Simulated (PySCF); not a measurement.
SMILES CC(C)(C)S (C4H10S), GFN2-xTB optimised geometry.

```
15

C     -1.36     0.09    -1.21
C      0.16     0.17    -1.23
C      0.70     0.90     0.00
C      0.65     0.83    -2.51
S      0.85    -1.56    -1.25
H     -1.78     1.09    -1.26
H     -1.72    -0.49    -2.06
H     -1.71    -0.39    -0.29
H      1.78     0.90     0.00
H      0.35     1.93     0.00
H      0.35     0.42     0.92
H      1.74     0.85    -2.54
H      0.30     0.29    -3.38
H      0.29     1.86    -2.56
H      0.32    -1.93    -0.09
```

Density from PBE0/def2-TZVP run with PySCF at that geometry.

Minimum of the electron density along straight lines between bonded atoms, close to the bond critical point (lines longer than 1.1 times the sum of covalent radii, or with two minima, are not listed):

```tsv
bond	length / Å	ρ at the minimum / e bohr⁻³	∇²ρ there / e bohr⁻⁵	position (fraction from the first atom)
C1–C2	1.523	0.251	-0.63	0.49
C2–C3	1.523	0.251	-0.63	0.51
C2–C4	1.524	0.249	-0.62	0.51
C2–S5	1.859	0.169	___	0.46
C1–H6	1.089	0.278	-0.95	0.64
C1–H7	1.088	0.280	-0.97	0.64
C1–H8	1.089	0.279	-0.95	0.64
C3–H9	1.088	0.280	-0.97	0.64
C3–H10	1.089	0.278	-0.95	0.64
C3–H11	1.089	0.279	-0.95	0.64
C4–H12	1.088	0.280	-0.96	0.64
C4–H13	1.088	0.280	-0.96	0.64
C4–H14	1.088	0.278	-0.95	0.64
S5–H15	1.331	___	-0.66	0.63
```

Problem. What belongs in the gaps?

Solution. 
- C2–S5, ∇²ρ there / e bohr⁻⁵: -0.25
- S5–H15, ρ at the minimum / e bohr⁻³: 0.221
